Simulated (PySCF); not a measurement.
SiBr₂Cl, SMILES Br[Si](Cl)Br, multiplicity 2.

Geometry: B3LYP-D3(BJ)/def2-SVP.

These are PySCF 2.14.0 with TDA-PBE/def2-SVPD values and carry that method's errors.

Vertical excitations. 

```csv
state,energy (eV),λ (nm),f,main pairs
root 1,2.80,443,0.000,β HOMO→LUMO 100 %
root 2,3.08,402,0.005,β HOMO−1→LUMO 99 %
root 3,3.25,381,0.000,β HOMO−2→LUMO 99 %
root 4,3.61,343,0.009,β HOMO−3→LUMO 94 %
root 5,3.93,315,0.011,β HOMO−4→LUMO 96 %
root 6,4.03,308,0.010,"α HOMO→LUMO 88 %, β HOMO−5→LUMO 8 %"
root 7,4.50,276,0.020,"α HOMO→LUMO 8 %, β HOMO−5→LUMO 89 %"
root 8,4.87,254,0.071,α HOMO→LUMO+1 94 %
root 9,4.92,252,0.044,α HOMO→LUMO+2 96 %
root 10,5.44,228,0.001,"α HOMO−1→LUMO 57 %, β HOMO→LUMO+1 23 %, β HOMO−6→LUMO 15 %"
```
Unrestricted roots are not spin-pure.
